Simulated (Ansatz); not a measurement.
Reactions of `C=C(O)SC`.

Program: Ansatz. Geometries: PBE0-D4/def2-TZVP. ΔE: electronic, gas phase. CCSD(T)/CBS is the MP2 limit (def2-TZVPP, def2-QZVPP) plus CCSD(T) − MP2 in def2-TZVPP, frozen cores. This one scheme is used for every species. Functionals use def2-TZVPP. Each species was taken in one conformer, which may not be the lowest.

```
                                                 reaction  ωB97X-V (kcal/mol)  ωB97M-V (kcal/mol)
               `C=C(O)SC` + `OC=S` → `C=C(O)OC=S` + CH₃SH                 4.5                 5.1
                 `C=C(O)SC` + `OCF` → `C=C(O)OCF` + CH₃SH                 3.2                 3.7
              `C=C(O)SC` + `BCCN` → `BCC(C)N` + `C=C(O)S`                -3.4                -3.7
`C=C(O)SC` + `Cc1ccc[nH]1` → `Cc1ccc(C)[nH]1` + `C=C(O)S`                -3.6                -3.6
                      `C=C(O)SC` + H–F → `C=C(F)SC` + H₂O                 2.1                 2.2
```

**Question.** Give the CCSD(T)/CBS values in the same order. (An estimate is asked.)

**Answer.** Ansatz gave: 6.4, 5.5, -3.8, -3.4, 3.5 kcal/mol.

Largest T1 diagnostic: 0.018, for `OC=S`.
